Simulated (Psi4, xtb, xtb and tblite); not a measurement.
Internal rotation in C9H6OS2, SMILES c1sc(cc1)C(=O)c1cscc1. Scanned: dihedral O1–C2–C3–C4; all other coordinates were relaxed at GFN2-xTB. Points at φ and −φ are mirror images. Heavy atoms are numbered in the order of the SMILES O=C(c1ccsc1)c1cccs1, hydrogens after them in the order of the atoms that carry them; the mirror image has the same energies with the sign of each dihedral reversed.

Computed with: GFN1-xTB // GFN2-xTB (xtb); PBE0-D3(BJ)/def2-SVP // GFN2-xTB (Psi4); GFN2-xTB (xtb and tblite).

Energies in kcal/mol, each method relative to its own lowest point.

```csv
φ / °,GFN1-xTB,PBE0-D3(BJ)/def2-SVP,GFN2-xTB
-150,0.0,0.7,0.0
-120,1.7,2.7,0.8
-90,3.3,4.5,2.1
-60,2.0,2.4,1.0
-30,0.3,0.0,0.0
0,0.3,0.5,0.9
30,0.3,0.0,0.0
60,2.0,2.4,1.0
90,3.3,4.5,2.1
120,1.7,2.7,0.8
150,0.0,0.7,0.0
180,0.0,1.0,0.9
```
